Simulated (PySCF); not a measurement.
Ionisation energy of C⁺ by level of theory

C⁺ [He] 2s2 2p1 (2P) → C²⁺ [He] 2s2 (1S), as a difference of total energies. Computed with PySCF 2.14 in aug-cc-pwCVTZ (7s6p4d2f, 59 functions), with the non-relativistic Hamiltonian (point nucleus). Correlated levels: valence: 1s2 frozen. The calculations carry no spin-orbit coupling.

```tsv
method	ionisation energy (eV)	plus first-order spin-orbit estimate	error of that sum (eV)
UHF	24.154	24.159	-0.224
MP2 (valence)	24.377	24.382	-0.001
SCS-MP2 (valence)	24.334	24.339	-0.044
CCSD (valence)	24.211	24.216	-0.167
CCSD(T) (valence)	24.244	24.249	-0.134
CCSDT (valence)	24.252	24.258	-0.125
```

Reference: 24.383 eV (measured; NIST Atomic Spectra Database, ionization energies).

A first-order spin-orbit estimate (lowest level to lowest level, LS coupling) adds 0.005 eV.

Errors of the correlated levels include the incompleteness of this basis and the frozen core.

The coupled-cluster amplitudes are large for C²⁺ (T1 above 0.03 or a double amplitude above 0.15), so a single reference is strained.
